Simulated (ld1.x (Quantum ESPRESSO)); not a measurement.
Before and after: ultrasoft potential for aluminium (Al)

Al (Z = 13), ultrasoft, made with ld1.x (Quantum ESPRESSO) 7.5 (PBE, scalar-relativistic). Core [Ne], reference 3s2 3p1. Waves: 3s (bound): rcut 1.80, rcutus 2.45 bohr; 3s channel at 2.5 Ry: rcut 1.80, rcutus 2.45 bohr; 3p (bound): rcut 1.80, rcutus 2.20 bohr; 3p channel at 0.55 Ry: rcut 1.80, rcutus 2.20 bohr. Local part: all-electron potential smoothed inside 1.80 bohr (lloc = -1). Core correction: none. Augmentation charge: PSQ, inside the norm-conserving radii.

Change: core correction a·sin(br)/r model core inside 1.58 bohr.

Cutoffs: the cutoffs (Ry, on a coarse ladder) from which the occupation-weighted sum of valence levels, in a spherical-Bessel basis at the reference potential, stays within 10 and 1 mRy of its value at 400 Ry; they do not see the model core or the augmentation charge, which bear on the density cutoff. Errors are all-electron minus pseudo energies relative to the spin-unpolarised reference configuration.

Q: What does the change do?

A: Both files are so soft that the ladder of cutoffs tells neither apart; of the 7 tests that both files solve, the error grows in 0 and shrinks in 6 by more than 15 % and 0.3 meV (median size 20.1 → 2.6 meV); neither file shows a bound ghost. Exchange and correlation are not linear in the density, so unscreening with the valence charge alone errs where core and valence overlap; a model core restores that term. A model core, the more so a compact one, raises the density cutoff, which this test does not measure.

| quantity | base | changed |
| --- | --- | --- |
| cutoff, loose | 6 Ry | 6 Ry |
| cutoff, tight | 6 Ry | 6 Ry |
| bound ghosts | none | none |
| error for 3s2 3p0, meV [ΔE 5.76 eV] | -2.6 | +0.4 |
| error for 3s1 3p0, meV [ΔE 24.99 eV] | +34 | +20 |
| error for 3s2 3p0.5, meV [ΔE 2.09 eV] | -0.6 | 0.0 |
| error for 3s1 3p1, meV [ΔE 11.57 eV] | +21 | +3.7 |
| error for 3s1 3p2, meV [ΔE 5.14 eV] | +20 | +2.6 |
| error for 3s2 3p1.3, meV [ΔE -0.57 eV] | -0.1 | 0.0 |
| error for 3s0 3p3, meV [ΔE 10.45 eV] | +61 | +10 |
| s: phases at 2.66 bohr within 0.05 rad from the reference energy up to (Ry; the scan ends near 5) | to the end of the scan | to the end of the scan |
| p: phases at 2.66 bohr within 0.05 rad from the reference energy up to (Ry; the scan ends near 5) | 3.6 | 3.6 |
| lowest overlap eigenvalue by channel | s 0.69, p 0.79 | s 0.69, p 0.79 |
